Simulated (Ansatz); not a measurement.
# AlMgNO2: where a starting geometry ends

The starting geometry of this gas-phase singlet was optimised with GFN2-xTB.

```yaml
atoms:
  - { symbol: Al, position_ang: [-1.0896, 0.6651, -0.8724] }
  - { symbol: Mg, position_ang: [1.0385, -0.0825, 0.8621] }
  - { symbol: N, position_ang: [-0.6278, -1.0925, -1.2483] }
  - { symbol: O, position_ang: [-0.1434, -1.4063, -0.1114] }
  - { symbol: O, position_ang: [-0.1422, 1.2967, 0.3032] }
```

Where would you expect an optimisation with PBE0-D3(BJ)/pcseg-1 to take it?

A bond breaks, giving a structure given below by its coordinates. Distances that change by over a tenth: Mg2–O4 (2.02 → 2.27 Å). Contacts that open: Al1–N3 (1.86 → 2.64 Å).

The energy falls by 0.54 eV over 15 steps:

```tsv
step	E − E(last) (eV)
1	0.545
3	0.193
4	0.152
6	0.066
7	0.049
9	0.020
10	0.004
12	0.000
13	0.000
15	0.000
```

Final geometry (Å):

```xyz
5

Al   -1.2536    1.1829   -0.9286
Mg    0.9312   -0.0319    0.9521
N    -0.6998   -1.3894   -1.0758
O     0.1454   -1.7404   -0.3142
O    -0.0876    1.3593    0.2998
```

No frequencies were run, so the end isn't proven a minimum. Run with Ansatz 0.2.0, 32 s on 1 thread of Arm Neoverse V2, on a shared host.
